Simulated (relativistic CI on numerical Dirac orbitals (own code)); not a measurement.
Computed by Dirac-Coulomb-Breit CI, KLI orbitals optimised for each configuration, QED by a radiative potential, unscaled Slater integrals (own radial code, finite nucleus).

Configuration list (outside the closed core 1s2): 2s²2p⁴, 2s2p⁵, 2p⁶, 2p⁵3s, 2s²2p³3s, 2p⁵3p, 2p⁵3d, 2s²2p³3p, 2s²2p³3d, 2s2p⁴3s, 2s2p⁴3p, 2s2p⁴3d, 2s²2p³4s, 2s²2p³4p, 2s²2p³4d, 2s²2p³4f, 2s²2p²3s², 2s2p⁴4s, 2s²2p²3s3p, 2s2p⁴4p, 2s²2p³5s, 2s²2p²3s3d, 2s²2p³5p, 2s2p⁴4d, 2s²2p²3p², 2s2p⁴4f, 2s²2p³5d, 2s²2p³5f, 2s²2p³5g, 2s²2p²3p3d, 2s2p³3s², 2s²2p²3d², 2s2p³3s3p, 2s2p³3s3d, 2s2p³3p², 2s2p⁴5s. Levels of other configurations are missing.

At this charge energies of transitions that change n are usually good to better than 1 %, and those within a shell (Δn = 0) to a few per cent.

Outline of the computed level scheme of Re LXVIII. Lowest level of each configuration: 2s²2p⁴ ³P2 at 0.0 eV; 2s2p⁵ ³P°2 at 1907.2 eV; 2p⁶ ¹S0 at 3940.8 eV; 2s²2p³3s ³P°2 at 8880.7 eV; 2s²2p³3p ³P1 at 9006.0 eV; 2s²2p³3d ³D°2 at 9554.7 eV; 2s2p⁴3s ⁵P3 at 10710.1 eV; 2s2p⁴3p ⁵P°2 at 10843.4 eV.

Some strong electric-dipole decays among the lowest 45 levels: 2s²2p³3d ³D°3 → 2s²2p⁴ ³P2 (2.5e+15 s⁻¹); 2s²2p³3d ³D°1 → 2s²2p⁴ ¹S0 (1.5e+15 s⁻¹); 2s²2p³3d ³D°2 → 2s²2p⁴ ³P2 (1.1e+15 s⁻¹); 2s2p⁴3p ³D°3 → 2s²2p⁴ ³P2 (5.6e+14 s⁻¹); 2s²2p³3d ³D°1 → 2s²2p⁴ ³P2 (2.9e+14 s⁻¹); 2s2p⁴3p ⁵P°2 → 2s²2p⁴ ³P2 (2.3e+14 s⁻¹); 2s²2p³3s ¹D°2 → 2s²2p⁴ ¹D2 (2.2e+14 s⁻¹); 2s2p⁴3s ³P2 → 2s2p⁵ ³P°2 (2.2e+14 s⁻¹).

LS names give the leading component of a level, which can be under half, so a name can repeat, a term be missing and a line seem to break the LS rules.
